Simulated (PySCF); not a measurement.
Compound: C5H8O2 (charge +1 and doublet state).
Geometry (PBE0-D3(BJ)/def2-SVP, Å), atoms numbered from 1 in this order:
```
atom  x, y, z in Å
C1    -2.3033    0.8113   -0.8627
C2    -0.8145    0.7085   -0.7774
O3    -0.0960    1.4041   -1.4618
C4    -0.1840   -0.2707    0.1832
C5     1.3166   -0.1119    0.1285
C6     2.1818   -0.9235    1.0379
O7     1.7932    0.6796   -0.6558
H8    -2.6634    1.2930    0.0622
H9    -2.7504   -0.1922   -0.9163
H10   -2.5939    1.4175   -1.7284
H11   -0.5668   -0.1303    1.2097
H12   -0.4662   -1.3041   -0.0911
H13    1.9899   -0.6030    2.0755
H14    1.9085   -1.9869    0.9605
H15    3.2395   -0.7755    0.7922
```

The hyperfine couplings belong to this conformer and change with its torsions.

Identity: `CC(=O)CC(C)=[O+]` [radical] (charge +1).

Level of theory: UKS B3LYP, IGLO-III on C O, pcH-1 on H, non-relativistic, mean-field spin-orbit, GIAO in PySCF 2.14.0. One conformer (not necessarily the lowest) at the PBE0-D3(BJ)/def2-SVP geometry, without solvent, vibrations or thermal averaging. Stability of the SCF solution: not tested.

Principal values of hyperfine tensors in MHz (contact and dipolar terms together), for some of the nuclei:

```tsv
atom	isotope	A1	A2	A3
O7	17O	-200.24	8.64	23.20
O3	17O	-200.44	8.74	23.30
C6	13C	36.95	37.55	59.05
C1	13C	36.92	37.52	59.05
H11	1H	-18.71	-14.54	-5.80
H12	1H	-18.34	-14.41	-5.80
C4	13C	-22.14	-20.13	12.99
H10	1H	-11.03	-6.91	0.49
```

Task: Give the isotropic coupling of each nucleus in MHz and in mT (g = 2.0041), and the anisotropic part.

Result: a_iso is a third of the trace, T = A − a_iso, and a(mT) = a(MHz)/(g × 13.996).

| atom | a_iso (MHz) | a_iso (mT) | T1 | T2 | T3 |
| --- | --- | --- | --- | --- | --- |
| O7 | -56.13 | -2.001 | -144.11 | 64.77 | 79.33 |
| O3 | -56.13 | -2.001 | -144.31 | 64.87 | 79.43 |
| C6 | 44.52 | 1.587 | -7.57 | -6.97 | 14.54 |
| C1 | 44.49 | 1.586 | -7.58 | -6.98 | 14.55 |
| H11 | -13.02 | -0.464 | -5.69 | -1.52 | 7.22 |
| H12 | -12.85 | -0.458 | -5.49 | -1.56 | 7.05 |
| C4 | -9.76 | -0.348 | -12.38 | -10.37 | 22.75 |
| H10 | -5.82 | -0.207 | -5.21 | -1.10 | 6.31 |

Task: What spin density at the nucleus of C6 lies behind its contact coupling (g_N = 1.40482)?

Result: a_FC = (2μ0/3) gₑ μB g_N μN ρ(0)/(2S·h) = 800.24 MHz × g_N × ρ(0)/(2S), with ρ in bohr⁻³. With a_FC = 44.52 MHz and 2S = 1, ρ(0) = 0.0396 bohr⁻³.

Task: C2 (13C, g_N = 1.40482) isn't in the table. Its spin density at the nucleus is -0.03345 bohr⁻³. What is its contact coupling?

Result: By the same relation, a_FC = -37.6 MHz. Its full tensor has the principal values -48.22, -35.85, -28.74 MHz.

Task: What first-order splitting does C6 cause when the field lies along A1, A2 or A3 of its tensor (g taken as isotropic, no quadrupole term)?

Result: 2 lines (I = 1/2), spaced by |A_i|/(g × 13.996): 1.32, 1.34, 2.11 mT along the axes of A1, A2 and A3.
